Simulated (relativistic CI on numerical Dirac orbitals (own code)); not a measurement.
Mn⁵⁺: L2,3 absorption edge

Computed with this model: Dirac-Coulomb-Breit CI, orbitals from a KLI potential per configuration, QED by a radiative potential, valence Slater integrals scaled by 0.7, multiplet model of core-to-valence dipole absorption; configurations [Ar] 3d2 → [He] 2s2 2p5 3s2 3p6 3d3; 80 K; Lorentzian 0.4 eV and Gaussian 0.3 eV FWHM. Energies are those of the free ion, without screening or charge transfer. The branching ratio is the share of the lower-energy edge in the whole absorption, uncertain by about 0.02 where the edges overlap. S is read from ⟨S²⟩ = S(S + 1).

Field parameters in Wybourne normalisation: Td as Oh with Dq negative (B⁴₀ = 21Dq, B⁴₄ = √(5/14) B⁴₀). The field is a parameter set, without covalency.

Computed curve for Td, 10Dq = -15750 cm⁻¹, scaled to 100 at the maximum (points under 2 are left out and the grid is thinned):

```json
{"Energy (eV)": "648.9", "Intensity": "2.2"}
{"Energy (eV)": "649.4", "Intensity": "5.1"}
{"Energy (eV)": "649.8", "Intensity": "7.9"}
{"Energy (eV)": "650.3", "Intensity": "12.3"}
{"Energy (eV)": "650.8", "Intensity": "13.3"}
{"Energy (eV)": "651.2", "Intensity": "11.4"}
{"Energy (eV)": "651.7", "Intensity": "26.9"}
{"Energy (eV)": "652.2", "Intensity": "45.6"}
{"Energy (eV)": "652.6", "Intensity": "66.0"}
{"Energy (eV)": "653.1", "Intensity": "99.5"}
{"Energy (eV)": "653.6", "Intensity": "38.4"}
{"Energy (eV)": "654.0", "Intensity": "23.7"}
{"Energy (eV)": "654.5", "Intensity": "11.6"}
{"Energy (eV)": "655.0", "Intensity": "9.8"}
{"Energy (eV)": "655.4", "Intensity": "12.2"}
{"Energy (eV)": "655.9", "Intensity": "18.2"}
{"Energy (eV)": "656.4", "Intensity": "9.6"}
{"Energy (eV)": "656.8", "Intensity": "5.9"}
{"Energy (eV)": "657.3", "Intensity": "3.3"}
{"Energy (eV)": "657.8", "Intensity": "2.4"}
{"Energy (eV)": "658.2", "Intensity": "2.2"}
{"Energy (eV)": "658.7", "Intensity": "2.6"}
{"Energy (eV)": "659.2", "Intensity": "4.1"}
{"Energy (eV)": "659.6", "Intensity": "7.3"}
{"Energy (eV)": "660.1", "Intensity": "13.3"}
{"Energy (eV)": "660.6", "Intensity": "17.8"}
{"Energy (eV)": "661.0", "Intensity": "59.5"}
{"Energy (eV)": "661.5", "Intensity": "38.8"}
{"Energy (eV)": "662.0", "Intensity": "27.6"}
{"Energy (eV)": "662.4", "Intensity": "20.3"}
{"Energy (eV)": "662.9", "Intensity": "28.8"}
{"Energy (eV)": "663.4", "Intensity": "62.7"}
{"Energy (eV)": "663.8", "Intensity": "48.0"}
{"Energy (eV)": "664.3", "Intensity": "20.0"}
{"Energy (eV)": "664.8", "Intensity": "8.9"}
{"Energy (eV)": "665.2", "Intensity": "6.7"}
{"Energy (eV)": "665.7", "Intensity": "3.8"}
{"Energy (eV)": "666.2", "Intensity": "3.4"}
{"Energy (eV)": "666.6", "Intensity": "2.5"}
{"Energy (eV)": "667.1", "Intensity": "2.2"}
```

The ground state has S = 1.00, and the centroid lies at 657.44 eV.
